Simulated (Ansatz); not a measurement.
The cluster VB₆⁺, relaxed as a singlet with RKS r2SCAN-D4/def2-SVP in Ansatz, starting from the GFN2-xTB geometry. Force threshold 0.02 eV/Å.

The restricted singlet is unstable towards broken spin symmetry at other levels; at r2SCAN-D4/def2-SVP this wasn't settled. The relaxation made no stability test and no search for a lower SCF solution. No other spin state of charge 1 was run. Another isomer (singlet) lies 0.54 eV lower at PBE0-D4/def2-TZVP; other spin states weren't run for this one.

Start:

```xyz
7

V    -0.158    2.268   -1.636
B     0.795   -2.101    0.725
B    -0.851    1.407   -0.102
B     0.340    0.514   -0.841
B    -0.596    0.065    0.680
B    -0.262   -1.283    1.375
B     0.732   -0.870   -0.200
```

```csv
step,energy (eV),largest force component (eV/Å),SCF passes
1,-29719.6123,2.032,48
2,-29719.7808,0.827,36
3,-29719.8214,0.211,36
4,-29719.8251,0.111,30
5,-29719.8263,0.051,31
6,-29719.8264,0.011,22
```

Force components are those of the run's own axes.

End:

| atom | x (Å) | y (Å) | z (Å) |
| --- | --- | --- | --- |
| V1 | -0.1676 | 2.3021 | -1.6616 |
| B2 | 0.8470 | -2.1848 | 0.7297 |
| B3 | -0.8556 | 1.4783 | -0.1457 |
| B4 | 0.3236 | 0.5397 | -0.8373 |
| B5 | -0.5987 | 0.0668 | 0.6834 |
| B6 | -0.2448 | -1.3103 | 1.3656 |
| B7 | 0.6961 | -0.8918 | -0.1342 |

By distances, no bond broke or formed. The bond that changes most is B6–B7, from 1.91 to 1.82 Å (atoms count from 1).

No frequencies were taken in this run, so the end may be a saddle point.

Hardware: 4 threads of Arm Neoverse V1 on a shared host. Wall time 15 s.
